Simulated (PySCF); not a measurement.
Si(Me)2(Et)(OMe), SMILES CC[Si](C)(C)OC (C5H14OSi) at its GFN2-xTB optimised geometry (Å):

```
21

C     -2.6047    -1.0622     1.7292
C     -1.0934    -1.1880     1.5607
Si    -0.4069    -0.3134     0.0000
C     -0.7934     1.5431     0.0000
C     -1.1090    -1.1811    -1.5511
O      1.2319    -0.3134     0.0000
C      2.1030    -1.4046    -0.0362
H     -2.9391    -1.5680     2.6336
H     -3.1229    -1.5028     0.8813
H     -2.8937    -0.0166     1.7971
H     -0.8338    -2.2493     1.5379
H     -0.6073    -0.7753     2.4474
H     -0.4255     2.0254     0.8993
H     -1.8636     1.7099    -0.0528
H     -0.3383     2.0410    -0.8493
H     -0.9631    -2.2578    -1.5115
H     -2.1731    -1.0026    -1.6657
H     -0.6203    -0.8178    -2.4511
H      1.9695    -2.0410     0.8418
H      1.9377    -2.0059    -0.9334
H      3.1229    -1.0184    -0.0466
```

Method: PBE0/def2-SVP (PySCF).

Map of the log10 of the electron density (e/bohr³), floored at −4 on the plane z = 0.8 Å:

```
|                               |
|                               |
|                               |
|                               |
|                               |
|           .....               |
|         .::----:.             |
|        .:-=++++=:.            |
|       .-==+*##*+-.            |
|       :=+**%@@%*=:            |
|      .-=+*#%@@%*=:.           |
|      .-=+*#%@@#*=-:.          |
|     .:-=+*##%%#+===-:         |
|    .:-===+*###**++++-:        |
|    :-=++=+*####**##*+-:..     |
|   .-=+**++*######%%#+=--:.    |
|   :-+*****#%%%##%%%#*++==:.   |
|  .:=*#####%@@%###%%##**+=-.   |
|  .-+#%@%##%@@%#**##%%##*+-.   |
|  .-+#@@%##%%%#*++*%@@%#*=-.   |
|  .-+#%%#**#%##+==*%@@%*+-:.   |
|   :=+***++*##*+==*%@@#*=:.    |
|   .:======+**+=--+*##*+-.     |
|    .:::::-=++=-::-+++=-:      |
|         ..:---:..:----:       |
|           ....    ....        |
|                               |
|                               |
|                               |
|                               |
|                               |
```
Scale: ten equal steps from -4.00 (start of ' ') to -0.597 (end of '@'), in the order ' .:-=+*#%@'; x runs from -5.50 to 5.50, y from -5.50 (bottom) to 5.50 (top).
